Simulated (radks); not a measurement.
Radial electron density D(r) = 4 pi r^2 rho(r) of an atom or ion with 49 electrons. Method: non-relativistic Kohn-Sham, PBE, spin-polarised, spherical densities, point nucleus; computed with a radial shooting solver on a logarithmic mesh with Libxc functionals.

r (bohr)  D(r) (e/bohr)   spin D(r)
0.002076          3.872    0.000360
0.002769          6.427    0.000597
0.003723          10.56    0.000980
0.004966          16.60     0.00154
0.006623          25.03     0.00231
0.008904          36.07     0.00331
0.01188           47.86     0.00438
0.01597           58.13     0.00539
0.0213            62.68     0.00628
0.0284            60.32     0.00785
0.03819           55.28      0.0123
0.05093           57.47      0.0209
0.06848           70.78      0.0290
0.09134           81.09      0.0218
0.1218            73.00    -0.00289
0.1638            58.37    -0.00413
0.2184            62.07      0.0451
0.2914            65.69      0.0550
0.3917            42.26  -0.0000273
0.5225            21.36      0.0673
0.7024            22.65       0.140
0.9369            21.34     -0.0105
1.25              11.38      0.0696
1.68              4.374       0.594
2.241             2.103       0.937
2.989             1.079       0.718
4.018            0.3453       0.271
5.359           0.05964      0.0521
7.205          0.004084     0.00384

What is the nuclear charge?

Answer. Z = 50. The innermost maximum, from 1s, lies near 1/Z = 0.02 bohr (found: 0.0222), and its height grows with Z. The density is that of the tin ion Sn+ in [Kr] 4d10 5s1.5 5p1.5; the configuration itself is not fixed sharply by these data, and Z only to a few units. D(r) has 4 maxima, at r = 0.0222, 0.0943, 0.267, 0.792 bohr, and minima at 0.0420, 0.177, 0.575 bohr, inside which lie 2.02, 11.29, 28.97 electrons.
